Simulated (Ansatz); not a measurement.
As₃⁻, relaxed as a singlet with RKS B3LYP-D4/def2-TZVPD in Ansatz, starting from the GFN1-xTB geometry. Force threshold 0.02 eV/Å.

The restricted singlet is unstable towards broken spin symmetry at other levels; at B3LYP-D4/def2-TZVPD this wasn't settled. The highest occupied level of the charge -1 singlet lies above zero (up to 0.45 eV). The electron is either unbound and held by the finite basis, or the level is raised by self-interaction error. At B3LYP-D4/def2-TZVPD a triplet of charge -1 lies 0.45 eV below the restricted singlet, each at its own geometry. The structure comes from a short search, and lower isomers may exist.

Start:

Cartesian coordinates in Å:
```
As 0.978 0.929 -0.224
As 0.288 -1.333 -0.099
As -1.266 0.404 0.323
```

```tsv
step	energy (eV)	largest force component (eV/Å)	SCF passes
1	-182528.9061	2.589	26
2	-182529.3870	0.311	29
3	-182529.3994	0.021	24
4	-182529.3994	0.002	25
```

Force components are those of the run's own axes.

End:

```xyz
3

As    0.969    1.112   -0.218
As    0.179   -1.478   -0.075
As   -1.148    0.366    0.293
```

By distances, no bond broke or formed. The bond that changes most is As1–As2, from 2.37 to 2.71 Å (atoms count from 1).

No frequencies were taken in this run, so the end may be a saddle point.

Run time 9 s (4 threads of Arm Neoverse V2 on a shared host).
